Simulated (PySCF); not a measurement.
**TDDFT excited states: CH10GeO2Si2**

Species: CH10GeO2Si2.
Structure used (PBE0-D3(BJ)/def2-SVP), in Å, numbered top down from 1:
```
atom  x, y, z in Å
C1    -2.1256    0.6652    0.1678
Si2   -1.5006   -1.0629   -0.1853
O3    -0.3130   -1.4980    0.9041
Ge4    0.8674   -0.6362    1.8896
O5     1.4929    0.7138    0.9253
Si6    2.2475    0.8514   -0.5488
H7    -2.8820    0.9687   -0.5730
H8    -2.5859    0.7208    1.1667
H9    -1.2965    1.3893    0.1284
H10   -0.9415   -1.1329   -1.5708
H11   -2.6040   -2.0617   -0.0657
H12    1.9971   -1.6271    2.1945
H13    0.1880    0.0022    3.1055
H14    3.0204    2.1261   -0.5650
H15    1.2373    0.8747   -1.6503
H16    3.1791   -0.2978   -0.7782
```

Theory: TDDFT PBE0/def2-SVPD, vertical, gas phase, core orbitals frozen in the response in PySCF. The PBE0/def2-SVPD calculation is non-relativistic and has no spin–orbit coupling, an omission that weighs most on germanium.

Task: List the vertical singlet excitations with oscillator strengths and describe the spectrum.

Result: 

```csv
state,E (eV),E (hartree),f,"main configurations (H = HOMO, L = LUMO)"
S1,7.00,0.2574,0.0040,"H→L (66%), H-2→L (22%)"
S2,7.16,0.2630,0.0064,H→L+1 (87%)
S3,7.19,0.2643,0.0037,"H-1→L (76%), H-3→L (16%)"
S4,7.33,0.2696,0.0009,"H-2→L (64%), H→L (24%)"
S5,7.41,0.2723,0.0037,H-1→L+1 (86%)
S6,7.62,0.2800,0.030,H→L+2 (92%)
```

The lowest singlet comes at 177 nm (676 kJ/mol) in the vacuum ultraviolet; it is very weak; its leading configuration is HOMO→LUMO (66%). The most intense listed level is S6 at 7.62 eV (163 nm, f = 0.030), 0.62 eV above S1. It is the last of those listed, so stronger ones may follow. Löwdin shares by element: HOMO oxygen 37%, silicon 16% or more, hydrogen 14% or more (atoms not listed hold the other 33%); LUMO silicon 25% or more, germanium 18%, oxygen 12% or more, hydrogen 8% or more (atoms not listed hold the other 37%). The listed states span 0.62 eV, and the widest gap between neighbours is 0.21 eV (S5 to S6). The oscillator strengths of these states sum to 0.049; summed over the whole spectrum of an exact calculation they would give the number of electrons, 92 (Thomas–Reiche–Kuhn). Orbital energies (eV): HOMO-3 -9.09, HOMO-2 -8.80, HOMO-1 -8.52, HOMO -8.34, LUMO -0.14, LUMO+1 0.17, LUMO+2 0.30. The window holds the lowest 6 singlets.

One conformer stands for the species.
